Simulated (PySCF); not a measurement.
MoH3, SMILES [MoH3] (connectivity only; charge and spin as stated), neutral, multiplicity 4.

Coordinates come from a B3LYP-D3(BJ)/def2-TZVPD optimisation. A frequency run showed that this geometry is not a minimum. The multiplicity is an assumed one; other spin states were not compared. The def2 effective core potentials stand for the cores of Mo; spin–orbit coupling is left out.

Calculation: TDA-CAM-B3LYP/def2-TZVPD in PySCF.

Vertical excitations; the highest root listed may be one member of a degenerate set. The molecule is in vacuum.

```json
[
 {"state": "root 1", "energy (eV)": "1.68", "λ (nm)": "737", "f": "0.006", "main pairs": "α HOMO→LUMO+1 (degenerate set)"},
 {"state": "root 2", "energy (eV)": "1.68", "λ (nm)": "737", "f": "0.006", "main pairs": "α HOMO→LUMO (degenerate set)"},
 {"state": "root 3", "energy (eV)": "1.85", "λ (nm)": "669", "f": "0.006", "main pairs": "α HOMO−1→LUMO+1 48 %, α HOMO−2→LUMO 48 %"},
 {"state": "root 4", "energy (eV)": "1.88", "λ (nm)": "658", "f": "0.000", "main pairs": "α HOMO−1→LUMO 48 %, α HOMO−2→LUMO+1 48 %"},
 {"state": "root 5", "energy (eV)": "2.05", "λ (nm)": "604", "f": "0.000", "main pairs": "α HOMO−2→LUMO+1, α HOMO−1→LUMO (degenerate set)"},
 {"state": "root 6", "energy (eV)": "2.05", "λ (nm)": "604", "f": "0.000", "main pairs": "α HOMO−2→LUMO, α HOMO−1→LUMO+1 (degenerate set)"},
 {"state": "root 7", "energy (eV)": "4.26", "λ (nm)": "291", "f": "0.126", "main pairs": "α HOMO→LUMO+2 80 %, β HOMO−1→LUMO+3 8 %, β HOMO→LUMO+4 8 %"},
 {"state": "root 8", "energy (eV)": "4.31", "λ (nm)": "288", "f": "0.000", "main pairs": "α HOMO−3→LUMO 28 %, α HOMO−4→LUMO+1 28 %, β HOMO→LUMO+1 18 %, β HOMO−1→LUMO+2 18 %"},
 {"state": "root 9", "energy (eV)": "4.31", "λ (nm)": "287", "f": "0.000", "main pairs": "α HOMO−3→LUMO+1 45 %, α HOMO−4→LUMO 43 %, β HOMO→LUMO+2 5 %"},
 {"state": "root 10", "energy (eV)": "4.32", "λ (nm)": "287", "f": "0.003", "main pairs": "α HOMO−4→LUMO+1 35 %, α HOMO−3→LUMO 35 %, β HOMO−1→LUMO+2 11 %, β HOMO→LUMO+1 10 %"}
]
```
Unrestricted roots are not spin-pure.
